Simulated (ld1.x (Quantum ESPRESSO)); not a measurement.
## What one change does to a pseudopotential (Cs (Z = 55), TM)

| Quantity | Value |
| --- | --- |
| Element | caesium (Cs) |
| Generator | ld1.x (Quantum ESPRESSO) 7.5 |
| Type | norm-conserving Troullier–Martins (Kleinman–Bylander form) |
| Functional | PBEsol |
| Relativity | scalar-relativistic |
| Frozen core | [Kr] 4d10 5s2 |
| Valence charge | 7 |
| Reference configuration | 5p6 5d0 6s1 6p0 |
| Partial waves | 6s (bound): rc 3.10 bohr; 5p (bound): rc 2.85 bohr; 5d (bound, empty): rc 4.20 bohr |
| Local potential | all-electron potential smoothed inside 2.40 bohr (lloc = -2) |
| Core correction | a·sin(br)/r model core inside 2.65 bohr |

All-electron outer shells of the reference configuration (PBEsol, scalar-relativistic, ld1.x):

```json
{"shell": "4d", "level (eV)": "-74.20", "outermost node (bohr)": "0.33", "outermost maximum (bohr)": "0.72"}
{"shell": "5s", "level (eV)": "-26.79", "outermost node (bohr)": "0.82", "outermost maximum (bohr)": "1.54"}
{"shell": "5p", "level (eV)": "-13.55", "outermost node (bohr)": "0.89", "outermost maximum (bohr)": "1.79"}
{"shell": "6s", "level (eV)": "-2.08", "outermost node (bohr)": "2.11", "outermost maximum (bohr)": "4.80"}
{"shell": "6p", "level (eV)": "-0.73", "outermost node (bohr)": "2.61", "outermost maximum (bohr)": "6.64"}
{"shell": "5d", "level (eV)": "-0.38", "outermost node (bohr)": "1.06", "outermost maximum (bohr)": "3.42"}
```

Change: all radii but the core radius scaled by about 0.81 (s 2.50, p 2.30, d 3.38 bohr); local potential all-electron potential smoothed inside 1.94 bohr (lloc = -2).

Cutoffs: the cutoffs (Ry, on a coarse ladder) from which the occupation-weighted sum of valence levels, in a spherical-Bessel basis at the reference potential, stays within 10 and 1 mRy of its value at 400 Ry; they do not see the model core or the augmentation charge, which bear on the density cutoff. Errors are all-electron minus pseudo energies relative to the spin-unpolarised reference configuration.

Q: What does the change do?

A: The potential gets harder (15 Ry and 18 Ry → 50 Ry and 70 Ry); the bound ghosts move from p, s to s; of the 4 tests that both files solve, the error grows in 4 and shrinks in 0 by more than 15 % and 0.3 meV (median size 1.8 → 12.7 meV). A smaller radius makes the pseudo-wave follow the all-electron one further in, where it bends more sharply, so more plane waves are needed. That the errors move this way runs against the usual rule that smaller radii transfer better.

| quantity | base | changed |
| --- | --- | --- |
| cutoff, loose | 15 Ry | 50 Ry |
| cutoff, tight | 18 Ry | 70 Ry |
| loose cutoff by channel (10 mRy a level) | s 6 Ry, p 6 Ry | s 50 Ry, p 15 Ry |
| bound ghosts | p, s | s |
| tests counted (converged, no solver errors) | 5 of 6 | 5 of 6 |
| error for 5p6 5d0 6s0 6p0, meV [ΔE 3.79 eV] | -4.1 | +24 |
| error for 5p6 5d0 6s0.5 6p0, meV [ΔE 1.46 eV] | -1.4 | +2.5 |
| error for 5p6 5d0.5 6s0.5 6p0, meV [ΔE 0.84 eV] | -0.9 | +4.4 |
| error for 5p6 5d1 6s0 6p0, meV [ΔE 1.66 eV] | -2.3 | +21 |

Base: Tests not counted: 5p6 5d0 6s0 6p1 (solver errors, printed error -1.2 eV). ld1.x printed “convergence not achieved” for 1 of the counted tests; its residual had stalled under 1e-8, short of the target of 1e-14. Changed file: Tests not counted: 5p5 5d0 6s1 6p0 (solver errors, printed error -2.3 eV). ld1.x printed “convergence not achieved” for 1 of the counted tests; its residual had stalled under 1e-8, short of the target of 1e-14. A true bound ghost makes a file unfit for plane-wave use even where its test errors are small: the radial tests pick states by their node count and pass the ghost by. Where a test does run into it, the solver fails or the error is huge.
